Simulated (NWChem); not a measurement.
Molecule: TeF4; SMILES F[Te](F)(F)F

```xyz
5

Te     0.0000     0.0000     0.2634
F      1.7670     0.0118    -0.4799
F      0.0118    -1.7670    -0.4799
F     -1.7670    -0.0118    -0.4799
F     -0.0118     1.7670    -0.4799
```
Atoms are numbered in this order, from 1.

All runs: NWChem. All runs use the structure optimised with PBE0/def2-SVP. No frequency run checked for a minimum. def2 effective core potentials on Te; no spin-orbit coupling. Ions are spin-unrestricted doublets at the neutral geometry; other ion states weren't tried.

For level PBE0/def2-SVP:

```yaml
"−ε(HOMO) (eV)": 10.40
```

Estimate the same quantities for level PBE/def2-SVP.

The −ε(HOMO) (eV) is 8.66.
